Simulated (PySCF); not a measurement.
Structure problem from calculated spectra and properties.

Formula: C6H9F3O2.

- 1H NMR: chemical shifts (computed TMS as zero) by class: 3.62 (3 H), 2.73 (1 H), 2.66 (1 H), 1.73 (1 H), 1.15 (3 H) ppm [GIAO B3LYP/pcSseg-2]
- Rotational structure: rotational constants A, B, C: 1.623, 0.742, 0.629 GHz [PBE0-D3(BJ)/def2-SVP]
- Polarisability: 82.3 au [B3LYP/def2-SVPD]
- Triplet: lowest triplet excitation (Tamm–Dancoff): 5.39 eV [TDA B3LYP/def2-SVPD]
- 13C NMR: chemical shifts (computed TMS as zero) by class: 186.7 (1 C), 138.1 (1 C), 54.5 (1 C), 43.8 (1 C), 39.2 (1 C), 21.7 (1 C) ppm [GIAO B3LYP/pcSseg-2]
- Couplings: largest of the computed one-bond spin–spin couplings (means over like bonds): 19F–13C -341.5 (×3), 13C–1H +152.5 (×3), 13C–1H +139.3, 13C–1H +139.2, 13C–1H +136.1 (×3), 13C–1H +136.0 Hz [B3LYP/pcJ-1, spin–dipole term left out for some pairs]
- UV, strongest line: among the 10 lowest singlet transitions: S10 at 8.65 eV (143 nm, f = 0.094) [TDDFT B3LYP/def2-SVPD]

Gas-phase values; electronic properties from PySCF, density fitting. Levels stand in brackets. NMR shifts are as computed; neighbouring signals can stand in another order in a measured spectrum. One conformer (not necessarily the lowest) at the PBE0-D3(BJ)/def2-SVP geometry, without solvent, vibrations or thermal averaging. NMR values are class means; diastereotopic atoms form classes of their own.

Question: Give a SMILES that accounts for the data.

Answer: Numbering: `[CH3:1][O:2][C:3](=[O:4])[C@H:5]([CH3:6])[CH2:7][C:8]([F:9])([F:10])[F:11]`. Its formula, C6H9F3O2, gives 1 degree of unsaturation: 0 rings and 1 π bond in the structure found. 6 carbons fall into 6 classes; from least to most shielded: ester carbonyl carbon [C3] (186.7 ppm), CF3 carbon [C8] (138.1 ppm), methoxy carbon [C1] (54.5 ppm), chain CH2 carbon [C7] (43.8 ppm), sp3 carbon next to a carbonyl [C5] (39.2 ppm), methyl carbon [C6] (21.7 ppm). Hydrogen classes from least to most shielded: 3 H on a methoxy carbon, C1 (3.62 ppm), 1 H on an sp3 carbon next to a carbonyl, C5 (2.73 ppm), 1 H on a chain CH2 carbon, C7 (2.66 ppm), 1 H on a chain CH2 carbon, C7 (1.73 ppm), 3 H on a methyl carbon, C6 (1.15 ppm). The couplings run between: -341.5 Hz, fluorine of a CF3 group [F9] and CF3 carbon [C8] (with 2 like pairs); +152.5 Hz, methoxy carbon [C1] and its hydrogen (with 2 like pairs); +139.3 Hz, sp3 carbon next to a carbonyl [C5] and its hydrogen; +139.2 Hz, chain CH2 carbon [C7] and its hydrogen; +136.1 Hz, methyl carbon [C6] and its hydrogen (with 2 like pairs); +136.0 Hz, chain CH2 carbon [C7] and its hydrogen. The optimised geometry has point group C1 and is an asymmetric top. Structure: `COC(=O)[C@H](C)CC(F)(F)F`. Computed isomers that give other values at the same levels: `CO[C@@H]1C[C@]1(C)OC(F)(F)F` (smallest rotational constant: 0.723 GHz; this holds for the one conformer computed); `CO/C(C)=C/COC(F)(F)F` (rotational constant A: 2.011 GHz; this holds for the one conformer computed). The assignments are read from this structure; whether some other isomer fits the data as well wasn't checked. The mirror image fits equally.

Conformer computed: `[CH3:1][O:2][C:3](=[O:4])[C@H:5]([CH3:6])[CH2:7][C:8]([F:9])([F:10])[F:11]`: C1–O2–C3–O4 1°, O2–C3–C5–C6 -108°, C3–C5–C7–C8 -73°, C5–C7–C8–F9 180°.

One-bond C–F couplings are unscaled; at this level they come out some 30 % too large in size.
